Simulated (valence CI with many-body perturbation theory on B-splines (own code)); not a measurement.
# E1 line list for Lu LXVII

Level of theory: relativistic CI+MBPT: three valence electrons over a frozen Dirac-Fock core [He], radial functions for each j: 11 s, 11 p, 10 d, 8 f, 5 g, 2 h, with the one-electron correlation potential Σ1 (screened to all orders), the two-electron term Σ2, the three-electron term Σ3, Breit, model QED; selected single and double excitations, second order for the rest, scaled by the run's own slope (own B-spline code, finite nucleus).

No measured spectrum was set against this ion. As an estimate, large intervals hold to a few tenths of a per cent, small ones and those within an open d or f shell to about a per cent.

Lines 151 to 200 of 577 in falling wavelength, among levels below 13982 eV, chosen from the strongest by gf and those to the six lowest levels. Wavelengths and rates use the calculated energies. Electric multipoles are in the length gauge with retardation, E1 and E2 with the static RPA response of the core. Weak lines are less certain than strong ones. Lines between different terms over intervals too small for the method are left out, as are lines whose strength nearly cancels.

Levels are named by their leading jj configuration (3d3/2^4 stands for four electrons in 3d with j = 3/2), which in mixed levels can hold well under half, so a name can repeat and another be missing. Letters in brackets count levels of one name in rising energy.

| λ vac (nm) | Upper | Lower | A (s⁻¹) | S (a.u.) |
| --- | --- | --- | --- | --- |
| 0.8718 | (2p3/2^2 3d5/2) J=5/2 [a] | (2s 2p3/2 3d5/2) J=3/2 [b] | 2.52e+12 | 4.94e-03 |
| 0.8709 | (2p3/2^2 3s) J=3/2 | (2s 2p3/2 3s) J=1/2 | 4.18e+12 | 5.45e-03 |
| 0.8704 | (2p3/2^2 3d5/2) J=3/2 | (2s 2p3/2 3d5/2) J=3/2 [b] | 3.25e+12 | 4.23e-03 |
| 0.8687 | (2p3/2^2 3d5/2) J=5/2 [a] | (2s 2p3/2 3d5/2) J=5/2 [b] | 1.56e+12 | 3.03e-03 |
| 0.8672 | (2p1/2 2p3/2^2) J=3/2 | (2s 2p1/2 2p3/2) J=1/2 | 4.50e+12 | 5.80e-03 |
| 0.8671 | (2p3/2^2 3p3/2) J=3/2 [a] | (2s 2p3/2 3p3/2) J=1/2 [b] | 4.50e+12 | 5.79e-03 |
| 0.8586 | (2p1/2 2p3/2 3d5/2) J=3/2 [a] | (2s 2p1/2 3d5/2) J=3/2 | 2.69e+12 | 3.36e-03 |
| 0.8574 | (2p1/2 2p3/2 3d5/2) J=5/2 [a] | (2s 2p1/2 3d5/2) J=5/2 [b] | 2.02e+12 | 3.77e-03 |
| 0.8570 | (2p1/2 2p3/2 3p3/2) J=3/2 [a] | (2s 2p1/2 3p3/2) J=3/2 [b] | 2.68e+12 | 3.33e-03 |
| 0.8550 | (2p1/2 2p3/2^2) J=5/2 | (2s 2p1/2 2p3/2) J=3/2 [b] | 5.48e+12 | 1.01e-02 |
| 0.8540 | (2p1/2 2p3/2 3d3/2) J=5/2 [a] | (2s 2p1/2 3d3/2) J=5/2 | 2.87e+12 | 5.29e-03 |
| 0.8518 | (2p1/2 2p3/2 3d5/2) J=9/2 | (2s 2p1/2 3d5/2) J=7/2 | 4.71e+12 | 1.44e-02 |
| 0.8517 | (2p1/2 2p3/2 3p1/2) J=3/2 [a] | (2s 2p1/2 3p1/2) J=3/2 | 2.57e+12 | 3.14e-03 |
| 0.8516 | (2p1/2 2p3/2 3s) J=3/2 [b] | (2s 2p1/2 3s) J=1/2 [b] | 4.35e+12 | 5.30e-03 |
| 0.8513 | (2p1/2 2p3/2 3p3/2) J=7/2 | (2s 2p1/2 3p3/2) J=5/2 | 5.31e+12 | 1.29e-02 |
| 0.8508 | (2p3/2^3) J=3/2 | (2s 2p3/2^2) J=3/2 | 1.17e+13 | 1.43e-02 |
| 0.8505 | (2p1/2 2p3/2 3d5/2) J=5/2 [a] | (2s 2p1/2 3d5/2) J=7/2 | 1.40e+12 | 2.55e-03 |
| 0.8504 | (2p3/2^3) J=3/2 | (2s 2p3/2^2) J=1/2 | 2.68e+12 | 3.26e-03 |
| 0.8494 | (2p3/2^2 3d5/2) J=5/2 [b] | (2p1/2 2p3/2 3p3/2) J=5/2 [a] | 1.62e+12 | 2.93e-03 |
| 0.8481 | (2p3/2^2 3d5/2) J=5/2 [b] | (2s 2p3/2 3d5/2) J=3/2 [b] | 1.55e+12 | 2.80e-03 |
| 0.8480 | (2p3/2^2 3p3/2) J=1/2 | (2s 2p3/2 3p3/2) J=1/2 [a] | 5.18e+12 | 3.12e-03 |
| 0.8477 | (2p3/2^2 3p3/2) J=3/2 [b] | (2s 2p3/2 3p3/2) J=3/2 [b] | 6.19e+12 | 7.45e-03 |
| 0.8474 | (2p1/2 2p3/2 3d5/2) J=5/2 [b] | (2s 2p1/2 3d5/2) J=3/2 | 2.27e+12 | 4.09e-03 |
| 0.8473 | (2s 2p3/2 3d5/2) J=7/2 [b] | (2s^2 3d5/2) J=5/2 | 6.64e+12 | 1.59e-02 |
| 0.8472 | (2p1/2 2p3/2 3p3/2) J=3/2 [b] | (2s 2p1/2 3p3/2) J=1/2 | 2.68e+12 | 3.21e-03 |
| 0.8470 | (2p1/2 2p3/2 3d5/2) J=5/2 [b] | (2s 2p1/2 3d5/2) J=5/2 [b] | 1.56e+12 | 2.81e-03 |
| 0.8470 | (2s 2p3/2 3d5/2) J=5/2 [b] | (2s 2p1/2 3p3/2) J=3/2 [a] | 1.48e+12 | 2.66e-03 |
| 0.8460 | (2s 2p3/2 3d3/2) J=3/2 [b] | (2s^2 3d3/2) J=3/2 | 6.16e+12 | 7.36e-03 |
| 0.8459 | (2s 2p3/2 3p3/2) J=5/2 [b] | (2s^2 3p3/2) J=3/2 | 7.35e+12 | 1.32e-02 |
| 0.8459 | (2p3/2^2 3d3/2) J=3/2 [b] | (2s 2p3/2 3d3/2) J=1/2 [b] | 2.30e+12 | 2.75e-03 |
| 0.8458 | (2p3/2^2 3p3/2) J=5/2 | (2s 2p3/2 3p3/2) J=5/2 [a] | 3.82e+12 | 6.85e-03 |
| 0.8458 | (2p1/2 2p3/2 3d3/2) J=5/2 [b] | (2s 2p1/2 3d3/2) J=3/2 [b] | 4.71e+12 | 8.44e-03 |
| 0.8457 | (2p1/2 2p3/2 3d5/2) J=7/2 [a] | (2s 2p1/2 3d5/2) J=5/2 [a] | 4.15e+12 | 9.91e-03 |
| 0.8456 | (2p3/2^2 3d5/2) J=7/2 | (2s 2p3/2 3d5/2) J=7/2 [a] | 2.52e+12 | 6.01e-03 |
| 0.8451 | (2p3/2^2 3d5/2) J=5/2 [b] | (2s 2p3/2 3d5/2) J=5/2 [b] | 3.16e+12 | 5.64e-03 |
| 0.8450 | (2p1/2 2p3/2 3d3/2) J=3/2 [b] | (2s 2p1/2 3d3/2) J=1/2 | 2.52e+12 | 3.00e-03 |
| 0.8447 | (2p1/2 2p3/2 3d3/2) J=7/2 | (2s 2p1/2 3d3/2) J=5/2 | 4.72e+12 | 1.12e-02 |
| 0.8442 | (2p1/2 2p3/2 3p1/2) J=5/2 | (2s 2p1/2 3p1/2) J=3/2 | 5.35e+12 | 9.53e-03 |
| 0.8435 | (2p3/2^2 3d5/2) J=1/2 | (2s 2p3/2 3d5/2) J=3/2 [a] | 4.27e+12 | 2.53e-03 |
| 0.8434 | (2p1/2 2p3/2 3p1/2) J=3/2 [b] | (2s 2p1/2 3p1/2) J=1/2 [b] | 5.45e+12 | 6.45e-03 |
| 0.8431 | (2p1/2 2p3/2 3d5/2) J=7/2 [b] | (2s 2p1/2 3d5/2) J=5/2 [b] | 2.55e+12 | 6.04e-03 |
| 0.8428 | (2p1/2 2p3/2 3p3/2) J=5/2 [a] | (2s 2p1/2 3p3/2) J=3/2 [a] | 2.53e+12 | 4.49e-03 |
| 0.8426 | (2p1/2 2p3/2 3d3/2) J=3/2 [b] | (2s 2p1/2 3d3/2) J=3/2 [b] | 2.68e+12 | 3.17e-03 |
| 0.8415 | (2p3/2^2 3d5/2) J=7/2 | (2s 2p3/2 3d5/2) J=5/2 [a] | 2.32e+12 | 5.45e-03 |
| 0.8411 | (2p3/2^2 3d3/2) J=3/2 [b] | (2s 2p3/2 3d3/2) J=5/2 [b] | 6.53e+12 | 7.67e-03 |
| 0.8406 | (2p3/2^2 3p1/2) J=1/2 | (2s 2p3/2 3p1/2) J=3/2 [b] | 8.49e+12 | 4.98e-03 |
| 0.8404 | (2s 2p3/2 3d3/2) J=5/2 [b] | (2s^2 3d3/2) J=3/2 | 6.58e+12 | 1.16e-02 |
| 0.8403 | (2p3/2^2 3s) J=1/2 | (2s 2p3/2 3s) J=3/2 [b] | 8.34e+12 | 4.88e-03 |
| 0.8398 | (2p3/2^2 3p1/2) J=1/2 | (2s 2p3/2 3p1/2) J=1/2 | 4.04e+12 | 2.36e-03 |
| 0.8397 | (2p1/2 2p3/2 3s) J=5/2 | (2s 2p1/2 3s) J=3/2 | 5.27e+12 | 9.24e-03 |
